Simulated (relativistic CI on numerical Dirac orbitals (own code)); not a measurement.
## Os XXV: sensitivity of the levels to the model

Base calculation: Dirac-Coulomb-Breit CI, separate exchange-only KLI orbitals for each configuration, QED by a radiative potential, unscaled Slater integrals.

CI space (outside the closed core [Ar] 3d10 4p6 4d10): 4s²4f⁶, 4s²4f⁵5s, 4s²4f⁴5s², 4s²4f⁵6s, 4s4f⁷, 4f⁸. Levels of other configurations are missing.

Variants: (1) one mean potential for all configurations; (2) only the first 3 configurations. Shifts of the energy above 4s²4f⁶ ⁷F0, in cm⁻¹, for the lowest level and the first level of each name with at least 55 % of one term (blank where a level changes its place among those of its configuration and J or its character, or is not in the variant):

| Level | Base | Δ(1) | Δ(2) |
| --- | --- | --- | --- |
| 4s²4f⁶ ⁷F0 | 0.0 | 0.0 | 0.0 |
| 4s²4f⁶ ⁷F1 | 8130.3 | -468.3 | -19.9 |
| 4s²4f⁶ ⁷F2 | 16287.1 | -776.9 | -31.4 |
| 4s²4f⁶ ⁷F3 | 23536.7 | -957.1 | -37.2 |
| 4s²4f⁶ ⁷F4 | 29828.0 | -1054.6 | -39.1 |
| 4s²4f⁶ ⁷F5 | 35031.4 | -1078.0 | -37.4 |
| 4s²4f⁶ ⁷F6 | 38471.0 | -962.0 | -29.3 |
| 4s²4f⁶ ⁵D2 | 73150.5 | -486.4 | +1.0 |
| 4s²4f⁶ ⁵L7 | 78321.4 | -171.1 | -30.7 |
| 4s²4f⁶ ⁵L8 | 86086.0 | -369.1 | -37.2 |
| 4s²4f⁶ ⁵D3 | 86611.9 | -403.6 | -2.4 |
| 4s²4f⁶ ⁵L10 | 89177.6 | -273.7 | -29.9 |
| 4s²4f⁶ ⁵L9 | 90726.5 | -474.8 | -39.9 |
| 4s²4f⁶ ⁵F1 | 106785.6 | -91.7 | +2.0 |

At this charge energies of transitions that change n are usually good to better than 1 %, and those within a shell (Δn = 0) to a few per cent. Terms inside the open d or f shell come out 10 to 20 % too wide with unscaled integrals.

Ionisation energy from the two ground configurations alone: base 744.233 eV. The NIST ASD value (theoretical) is 770 eV. The gap of more than 2 % comes from missing correlation, or from a tabulated value that is itself an estimate.

LS names give the leading component of a level, which can be under half, so a name can repeat, a term be missing and a line seem to break the LS rules.
